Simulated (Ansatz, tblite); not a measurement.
Cost and result up the ladder for spiro-OMeTAD half, `COc1ccc(N(c2ccc(OC)cc2)c2ccc3c(c2)C2(c4ccccc4-c4ccccc42)c2cc(N(c4ccc(OC)cc4)c4ccc(OC)cc4)ccc2-3)cc1` (101 atoms). The state is a singlet with charge 0. Geometry: PBE-D4/def2-SVP.

Ansatz on 10 threads of AMD EPYC 7R13 on a shared host and a whole NVIDIA H100 80GB HBM3; xTB runs through tblite on one thread. Times are rough, summed over both states, and most runs start from the orbitals of an earlier one. PBE0-D4/def2-SVP serves as the yardstick here, not as an exact answer. The other state is a triplet.

The xTB rows come from tblite. Single mean-field runs in def2-SVP are fitted with def2-universal-jkfit.

xTB has no spin-polarisation term.

```tsv
level	functions	wall time	vertical triplet (eV)	difference from PBE0-D4/def2-SVP (eV)
GFN2-xTB	278	1.4 s	2.44	-0.18
GFN1-xTB	320	2 s	2.38	-0.24
PBE-D4/def2-SVP (with forces)	1036	16 s	2.20	-0.43
PBE0-D4/def2-SVP	1036	26 s	2.63	0.00
```
